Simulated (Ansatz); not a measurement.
input.yaml

```yaml
crystal:
  periodic: [false, false, false]
  atoms:
    - { symbol: Si, position_ang: [2.84854, -1.00797, 2.13318] }
    - { symbol: Ga, position_ang: [1.99094, -1.78704, 1.01076] }
    - { symbol: C, position_ang: [-0.412, -1.3994, 1.0453] }
    - { symbol: C, position_ang: [0.8238, -1.0772, 0.0936] }
    - { symbol: H, position_ang: [2.0699, 0.01773, 2.9041] }
    - { symbol: H, position_ang: [2.44191, -2.35706, 2.59733] }
    - { symbol: H, position_ang: [4.29866, -0.84278, 2.51782] }
    - { symbol: H, position_ang: [-1.3044, -1.4027, 0.5024] }
    - { symbol: H, position_ang: [-0.4213, -0.6068, 1.8926] }
    - { symbol: H, position_ang: [0.56065, -0.13596, -0.39745] }
    - { symbol: H, position_ang: [0.96859, -1.88315, -0.56619] }
basis:
  gaussian: { orbitals: def2-SVP }
hamiltonian:
  xc: pbe0
relax:
  f_tol: 0.015
  max_steps: 40
output:
  orbitals: {}
```

Launched with:

```bash
$ ansatz run input.yaml --threads 2 --pin off --max-ram 3072MiB --backend cpu --events-out ev --progress --plain --runs-dir out
```

Hardware: 2 threads of Arm Neoverse V1, with other jobs on the host.

**Question.** Roughly how long does this run take, and how much memory?

**Answer.** 79 s, with a peak of 0.28 GiB, for 19 ionic steps.
